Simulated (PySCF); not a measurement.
F3S, SMILES F[S](F)F (connectivity only; charge and spin as stated), charge -1, multiplicity 1.

Geometry: B3LYP-D3(BJ)/def2-SVPD. The spin state was assumed, not searched. The isomer is the one that the SMILES or the coordinates give; other isomers of the formula were not compared.

Computed with CAM-B3LYP/def2-TZVPD (PySCF).

Symmetry labels are those of the subgroup C2v that the program uses (full group C2v).

Problem. List the valence orbital energies around the gap with their symmetry. (Estimate from the structure and the level; the computed values follow.)

Solution. 
| orbital | symmetry | energy (eV) |
|---|---|---|
| HOMO−7 | B1 | -9.14 |
| HOMO−6 | B2 | -8.17 |
| HOMO−5 | B1 | -6.95 |
| HOMO−4 | A2 | -6.73 |
| HOMO−3 | A1 | -6.68 |
| HOMO−2 | B2 | -6.30 |
| HOMO−1 | A1 | -5.13 |
| HOMO | B1 | -2.68 |
| LUMO | A1 | 4.43 |
| LUMO+1 | B2 | 4.86 |
| LUMO+2 | B1 | 5.06 |
| LUMO+3 | A1 | 5.10 |
